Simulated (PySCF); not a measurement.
B(H)2(SMe) (CH5BS), SMILES BSC. Atoms are numbered in the order given.

```xyz
8

B     -0.6066    -1.4541     0.0000
H     -0.1615    -2.5556     0.0000
H     -1.7744    -1.2315     0.0000
S      0.5702    -0.1513     0.0000
C     -0.4004     1.3951     0.0000
H     -0.1449     1.9717     0.8869
H     -0.1449     1.9717    -0.8869
H     -1.4626     1.1655     0.0000
```
Charge 0, spin multiplicity 1.

Coordinates come from a B3LYP-D3(BJ)/def2-TZVP optimisation.

Computed with PBE0/pcJ-1 in PySCF.

Isotropic couplings with Fermi-contact, spin-dipole and both spin-orbit terms, one fixed conformer, no vibrational averaging. Isotopes: 11B, 13C, 1H.

Q: Estimate the spin–spin coupling constants. (An estimate is asked for; the answer gives what the named calculation found.)

A: 
| pair | bonds apart | J (Hz) |
|---|---|---|
| B1–H2 | 1 | 141.7 |
| B1–H3 | 1 | 144.7 |
| C5–H6 | 1 | 139.3 |
| C5–H7 | 1 | 139.3 |
| C5–H8 | 1 | 140.4 |
| B1–C5 | 2 | -2.2 |
| H6–H7 | 2 | -13.6 |
| H6–H8 | 2 | -13.4 |
| H7–H8 | 2 | -13.4 |
| B1–H6 | 3 | 2.8 |
| B1–H7 | 3 | 2.8 |
| B1–H8 | 3 | 7.0 |
| H2–C5 | 3 | 13.1 |
| H3–C5 | 3 | 11.6 |
| H2–H6 | 4 | -0.8 |
| H2–H7 | 4 | -0.8 |
| H2–H8 | 4 | -0.6 |
| H3–H6 | 4 | -1.2 |
| H3–H7 | 4 | -1.2 |
| H3–H8 | 4 | -0.3 |
